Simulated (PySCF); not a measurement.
C₄H₈Si. Atoms are numbered in the order given.

```xyz
13

C      1.3599     0.0015    -0.6705
C      1.3599     0.0015     0.6705
C      0.0493    -0.0031     1.4144
Si    -1.2239     0.0017     0.0000
C      0.0493    -0.0031    -1.4144
H      2.3020     0.0044    -1.2306
H      2.3020     0.0044     1.2306
H     -0.0440     0.8745     2.0770
H     -0.0421    -0.8877     2.0683
H     -2.0972     1.2161     0.0000
H     -2.1093    -1.2037     0.0000
H     -0.0421    -0.8877    -2.0683
H     -0.0440     0.8745    -2.0770
```
Charge 0, spin multiplicity 1.

The structure is a stationary point at PBE0-D3(BJ)/def2-SVP. The values are those of a single conformer.

The numbers are results of PBE0/def2-TZVP (PySCF), not measurements.

Isolated molecule, no solvent.

| Quantity | Value |
|---|---|
| total energy | -446.46467 hartree |
| point group | Cs |
| highest occupied level | -7.06 eV |
| lowest empty level | 0.46 eV |
| orbital gap | 7.52 eV |
| dipole moment | 0.41 D |
| quadrupole, principal values (traceless, Buckingham form, about the centre of nuclear charge) | -1.91, -1.62, 3.53 D·Å |
| mean static polarisability | 70.5 bohr³ (10.44 Å³) |
| polarisability, principal values | 55.7, 76.9, 78.8 bohr³ |
